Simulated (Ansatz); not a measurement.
Z-matrix (Å, degrees):
```
Si
C 1 1.828
N 1 1.692 2 50.6
N 1 1.694 2 129.3 3 97.0
H 1 1.481 2 118.4 3 -111.0
H 2 1.091 1 118.3 3 106.0
H 2 1.089 1 125.2 3 -99.4
H 3 1.006 1 134.4 2 -111.2
H 4 1.005 1 122.9 2 -28.0
H 4 1.005 1 121.9 2 134.8
```

Total charge 0; spin multiplicity 1.

**Question.** List the PBE/def2-TZVPP orbital energies in eV (the Gaussian-basis code of Ansatz). (An estimate is asked.)

**Answer.** Ansatz gave: Occupied: -1779.54, -380.13, -379.73, -268.92, -137.23, -93.97, -93.96, -93.94, -21.73, -21.04, -15.29, -13.10, -12.42, -11.44, -10.40, -8.93, -8.04, -7.22, -5.97, -5.16. Lowest empty: 0.08, 0.20, 0.83, 1.24, 1.66, 2.09, 2.42, 2.94.
